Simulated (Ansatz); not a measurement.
Ansatz (a program for electronic structure) input (HF/6-31G*):

Ansatz 0.2 input:
```yaml
crystal:
  periodic: [false, false, false]
  atoms:
    - {symbol: P, position_ang: [1.95902662, 0.21152603, -0.20197182]}
    - {symbol: Si, position_ang: [-0.23468512, 0.77856789, -0.23425004]}
    - {symbol: P, position_ang: [-1.65497861, -0.81967873, 0.53098317]}
    - {symbol: H, position_ang: [1.99264131, -0.29234340, 1.10639873]}
    - {symbol: H, position_ang: [1.86302694, -1.04191434, -0.83023778]}
    - {symbol: H, position_ang: [-0.56766912, 1.28259434, -1.58338617]}
    - {symbol: H, position_ang: [-2.84766302, -0.12148535, 0.28467903]}
    - {symbol: H, position_ang: [-1.71546464, -1.60451119, -0.63312332]}
basis:
  gaussian:
    orbitals: 6-31G*
hamiltonian:
  xc: {name: HF}
magnetization: {spin_polarized: true, initial_magnetization: 1}
phonons: {temperatures: {t_min: 298.15, t_max: 298.15, t_step: 100}}
```

Output:

```
Functional definition: HF
integrals: 0.02 GiB planned
689 factors; integrals over basis functions are off by at most 6.8e-4 eV
mean field: 0.27 GiB planned
mean field evaluation 1: about -26481.2832 eV, gradient 1.1e1 eV
mean field evaluation 2: about -26481.3463 eV, gradient 1.1e1 eV
mean field evaluation 4: about -26482.8872 eV, gradient 1.2e0 eV
mean field evaluation 8: about -26482.9138 eV, gradient 1.3e-3 eV
mean field -26482.91382368 eV, -973.2291322565 hartree, gradient 1.0e-5 eV, S^2 0.756465; 0 other end points of the search recorded, 0 dependent functions left out
the calculation of the forces begins
reference -26482.91382368 eV, -973.2291322565 hartree; 25, 24 occupied and 42, 43 virtual orbitals, 689 factors
these checks for a lower state are left out or cut short: stability, starts, cluster_reference, orbital_swaps, neighbouring_geometries, increment
integrals: 0.02 GiB planned
689 factors; integrals over basis functions are off by at most 6.8e-4 eV
mean field: 0.27 GiB planned
mean field evaluation 16: about -26482.9138 eV, gradient 2.2e-6 eV
mean field -26482.91377332 eV, -973.2291304058 hartree, gradient 2.2e-6 eV, S^2 0.756465; 0 other end points of the search recorded, 0 dependent functions left out
the calculation of the forces begins
reference -26482.91377332 eV, -973.2291304058 hartree; 25, 24 occupied and 42, 43 virtual orbitals, 689 factors
these checks for a lower state are left out or cut short: stability, starts, cluster_reference, orbital_swaps, neighbouring_geometries, increment
integrals: 0.02 GiB planned
689 factors; integrals over basis functions are off by at most 6.8e-4 eV
mean field: 0.27 GiB planned
mean field -26482.91377472 eV, -973.2291304574 hartree, gradient 2.1e-6 eV, S^2 0.756464; 0 other end points of the search recorded, 0 dependent functions left out
the calculation of the forces begins
reference -26482.91377472 eV, -973.2291304574 hartree; 25, 24 occupied and 42, 43 virtual orbitals, 689 factors
these checks for a lower state are left out or cut short: stability, starts, cluster_reference, orbital_swaps, neighbouring_geometries, increment
integrals: 0.02 GiB planned
689 factors; integrals over basis functions are off by at most 6.8e-4 eV
mean field: 0.27 GiB planned
mean field -26482.91373837 eV, -973.2291291214 hartree, gradient 1.8e-6 eV, S^2 0.756475; 0 other end points of the search recorded, 0 dependent functions left out
the calculation of the forces begins
reference -26482.91373837 eV, -973.2291291214 hartree; 25, 24 occupied and 42, 43 virtual orbitals, 689 factors
these checks for a lower state are left out or cut short: stability, starts, cluster_reference, orbital_swaps, neighbouring_geometries, increment
integrals: 0.02 GiB planned
689 factors; integrals over basis functions are off by at most 6.8e-4 eV
mean field: 0.27 GiB planned
mean field evaluation 32: about -26482.9137 eV, gradient 3.5e-5 eV
mean field -26482.91373666 eV, -973.2291290586 hartree, gradient 1.7e-6 eV, S^2 0.756455; 0 other end points of the search recorded, 0 dependent functions left out
the calculation of the forces begins
reference -26482.91373666 eV, -973.2291290586 hartree; 25, 24 occupied and 42, 43 virtual orbitals, 689 factors
these checks for a lower state are left out or cut short: stability, starts, cluster_reference, orbital_swaps, neighbouring_geometries, increment
integrals: 0.02 GiB planned
689 factors; integrals over basis functions are off by at most 6.8e-4 eV
mean field: 0.27 GiB planned
mean field -26482.91373477 eV, -973.2291289892 hartree, gradient 2.0e-6 eV, S^2 0.756473; 0 other end points of the search recorded, 0 dependent functions left out
the calculation of the forces begins
reference -26482.91373477 eV, -973.2291289892 hartree; 25, 24 occupied and 42, 43 virtual orbitals, 689 factors
these checks for a lower state are left out or cut short: stability, starts, cluster_reference, orbital_swaps, neighbouring_geometries, increment
integrals: 0.02 GiB planned
689 factors; integrals over basis functions are off by at most 6.8e-4 eV
mean field: 0.27 GiB planned
mean field -26482.91373383 eV, -973.2291289546 hartree, gradient 1.8e-6 eV, S^2 0.756456; 0 other end points of the search recorded, 0 dependent functions left out
the calculation of the forces begins
reference -26482.91373383 eV, -973.2291289546 hartree; 25, 24 occupied and 42, 43 virtual orbitals, 689 factors
these checks for a lower state are left out or cut short: stability, starts, cluster_reference, orbital_swaps, neighbouring_geometries, increment
integrals: 0.02 GiB planned
689 factors; integrals over basis functions are off by at most 6.8e-4 eV
mean field: 0.27 GiB planned
mean field -26482.91375719 eV, -973.2291298130 hartree, gradient 2.0e-6 eV, S^2 0.756463; 0 other end points of the search recorded, 0 dependent functions left out
[...]
mean field -26482.91377239 eV, -973.2291303716 hartree, gradient 1.7e-6 eV, S^2 0.756455; 0 other end points of the search recorded, 0 dependent functions left out
the calculation of the forces begins
reference -26482.91377239 eV, -973.2291303716 hartree; 25, 24 occupied and 42, 43 virtual orbitals, 689 factors
these checks for a lower state are left out or cut short: stability, starts, cluster_reference, orbital_swaps, neighbouring_geometries, increment
integrals: 0.02 GiB planned
689 factors; integrals over basis functions are off by at most 6.8e-4 eV
mean field: 0.27 GiB planned
mean field -26482.91376671 eV, -973.2291301630 hartree, gradient 1.6e-6 eV, S^2 0.756463; 0 other end points of the search recorded, 0 dependent functions left out
the calculation of the forces begins
reference -26482.91376671 eV, -973.2291301630 hartree; 25, 24 occupied and 42, 43 virtual orbitals, 689 factors
these checks for a lower state are left out or cut short: stability, starts, cluster_reference, orbital_swaps, neighbouring_geometries, increment
integrals: 0.02 GiB planned
689 factors; integrals over basis functions are off by at most 6.8e-4 eV
mean field: 0.27 GiB planned
mean field -26482.91376678 eV, -973.2291301656 hartree, gradient 1.5e-6 eV, S^2 0.756466; 0 other end points of the search recorded, 0 dependent functions left out
the calculation of the forces begins
reference -26482.91376678 eV, -973.2291301656 hartree; 25, 24 occupied and 42, 43 virtual orbitals, 689 factors
these checks for a lower state are left out or cut short: stability, starts, cluster_reference, orbital_swaps, neighbouring_geometries, increment
integrals: 0.02 GiB planned
689 factors; integrals over basis functions are off by at most 6.8e-4 eV
mean field: 0.27 GiB planned
mean field -26482.91379897 eV, -973.2291313486 hartree, gradient 2.2e-6 eV, S^2 0.756462; 0 other end points of the search recorded, 0 dependent functions left out
the calculation of the forces begins
reference -26482.91379897 eV, -973.2291313486 hartree; 25, 24 occupied and 42, 43 virtual orbitals, 689 factors
these checks for a lower state are left out or cut short: stability, starts, cluster_reference, orbital_swaps, neighbouring_geometries, increment
integrals: 0.02 GiB planned
689 factors; integrals over basis functions are off by at most 6.8e-4 eV
mean field: 0.27 GiB planned
mean field -26482.91379886 eV, -973.2291313443 hartree, gradient 2.2e-6 eV, S^2 0.756467; 0 other end points of the search recorded, 0 dependent functions left out
the calculation of the forces begins
reference -26482.91379886 eV, -973.2291313443 hartree; 25, 24 occupied and 42, 43 virtual orbitals, 689 factors
these checks for a lower state are left out or cut short: stability, starts, cluster_reference, orbital_swaps, neighbouring_geometries, increment
integrals: 0.02 GiB planned
689 factors; integrals over basis functions are off by at most 6.8e-4 eV
mean field: 0.27 GiB planned
mean field evaluation 256: about -26482.9138 eV, gradient 2.4e-6 eV
mean field -26482.91381577 eV, -973.2291319659 hartree, gradient 2.5e-6 eV, S^2 0.756465; 0 other end points of the search recorded, 0 dependent functions left out
the calculation of the forces begins
reference -26482.91381577 eV, -973.2291319659 hartree; 25, 24 occupied and 42, 43 virtual orbitals, 689 factors
these checks for a lower state are left out or cut short: stability, starts, cluster_reference, orbital_swaps, neighbouring_geometries, increment
integrals: 0.02 GiB planned
689 factors; integrals over basis functions are off by at most 6.8e-4 eV
mean field: 0.27 GiB planned
mean field -26482.91381435 eV, -973.2291319136 hartree, gradient 2.4e-6 eV, S^2 0.756464; 0 other end points of the search recorded, 0 dependent functions left out
the calculation of the forces begins
reference -26482.91381435 eV, -973.2291319136 hartree; 25, 24 occupied and 42, 43 virtual orbitals, 689 factors
these checks for a lower state are left out or cut short: stability, starts, cluster_reference, orbital_swaps, neighbouring_geometries, increment
integrals: 0.02 GiB planned
689 factors; integrals over basis functions are off by at most 6.8e-4 eV
mean field: 0.27 GiB planned
mean field -26482.91381489 eV, -973.2291319336 hartree, gradient 2.1e-6 eV, S^2 0.756465; 0 other end points of the search recorded, 0 dependent functions left out
the calculation of the forces begins
reference -26482.91381489 eV, -973.2291319336 hartree; 25, 24 occupied and 42, 43 virtual orbitals, 689 factors
these checks for a lower state are left out or cut short: stability, starts, cluster_reference, orbital_swaps, neighbouring_geometries, increment
integrals: 0.02 GiB planned
689 factors; integrals over basis functions are off by at most 6.8e-4 eV
mean field: 0.27 GiB planned
mean field -26482.91381477 eV, -973.2291319289 hartree, gradient 2.2e-6 eV, S^2 0.756465; 0 other end points of the search recorded, 0 dependent functions left out
the calculation of the forces begins
reference -26482.91381477 eV, -973.2291319289 hartree; 25, 24 occupied and 42, 43 virtual orbitals, 689 factors
these checks for a lower state are left out or cut short: stability, starts, cluster_reference, orbital_swaps, neighbouring_geometries, increment
integrals: 0.02 GiB planned
689 factors; integrals over basis functions are off by at most 6.8e-4 eV
mean field: 0.27 GiB planned
mean field -26482.91379576 eV, -973.2291312305 hartree, gradient 1.5e-6 eV, S^2 0.756463; 0 other end points of the search recorded, 0 dependent functions left out
the calculation of the forces begins
reference -26482.91379576 eV, -973.2291312305 hartree; 25, 24 occupied and 42, 43 virtual orbitals, 689 factors
these checks for a lower state are left out or cut short: stability, starts, cluster_reference, orbital_swaps, neighbouring_geometries, increment
integrals: 0.02 GiB planned
689 factors; integrals over basis functions are off by at most 6.8e-4 eV
mean field: 0.27 GiB planned
mean field -26482.91379523 eV, -973.2291312110 hartree, gradient 1.5e-6 eV, S^2 0.756466; 0 other end points of the search recorded, 0 dependent functions left out
the calculation of the forces begins
reference -26482.91379523 eV, -973.2291312110 hartree; 25, 24 occupied and 42, 43 virtual orbitals, 689 factors
these checks for a lower state are left out or cut short: stability, starts, cluster_reference, orbital_swaps, neighbouring_geometries, increment
integrals: 0.02 GiB planned
689 factors; integrals over basis functions are off by at most 6.8e-4 eV
mean field: 0.27 GiB planned
mean field evaluation 288: about -26482.8319 eV, gradient 1.7e-1 eV
mean field -26482.91377199 eV, -973.2291303571 hartree, gradient 1.8e-6 eV, S^2 0.756463; 0 other end points of the search recorded, 0 dependent functions left out
the calculation of the forces begins
reference -26482.91377199 eV, -973.2291303571 hartree; 25, 24 occupied and 42, 43 virtual orbitals, 689 factors
these checks for a lower state are left out or cut short: stability, starts, cluster_reference, orbital_swaps, neighbouring_geometries, increment
integrals: 0.02 GiB planned
689 factors; integrals over basis functions are off by at most 6.8e-4 eV
mean field: 0.27 GiB planned
mean field -26482.91377138 eV, -973.2291303346 hartree, gradient 1.6e-6 eV, S^2 0.756466; 0 other end points of the search recorded, 0 dependent functions left out
the calculation of the forces begins
reference -26482.91377138 eV, -973.2291303346 hartree; 25, 24 occupied and 42, 43 virtual orbitals, 689 factors
Total energy: -26482.91382368 eV, -973.2291322565 hartree
Atom 0 at     1.959027     0.211526    -0.201972 Å, force    -0.000327     0.000260     0.000291 eV/Å
Atom 1 at    -0.234685     0.778568    -0.234250 Å, force     0.000075    -0.000661    -0.000369 eV/Å
Atom 2 at    -1.654979    -0.819679     0.530983 Å, force     0.000133     0.000038    -0.000217 eV/Å
Atom 3 at     1.992641    -0.292343     1.106399 Å, force    -0.000042    -0.000060     0.000013 eV/Å
Atom 4 at     1.863027    -1.041914    -0.830238 Å, force    -0.000105     0.000059    -0.000076 eV/Å
Atom 5 at    -0.567669     1.282594    -1.583386 Å, force     0.000191     0.000231    -0.000100 eV/Å
Atom 6 at    -2.847663    -0.121485     0.284679 Å, force     0.000051     0.000023     0.000278 eV/Å
Atom 7 at    -1.715465    -1.604511    -0.633123 Å, force     0.000023     0.000110     0.000180 eV/Å
Dipole moment:    -0.161050    -0.032614    -0.105131 e Å
Vibrations: 108.06 132.37 143.76 424.38 469.22 526.56 649.73 714.02 795.60 823.16 890.34 1228.12 1232.62 2354.03 2574.46 2577.93 2590.96 2602.38 cm⁻¹, zero-point energy 1.291772 eV
```

The blocks after the first are displaced geometries, from whose forces the wavenumbers follow.
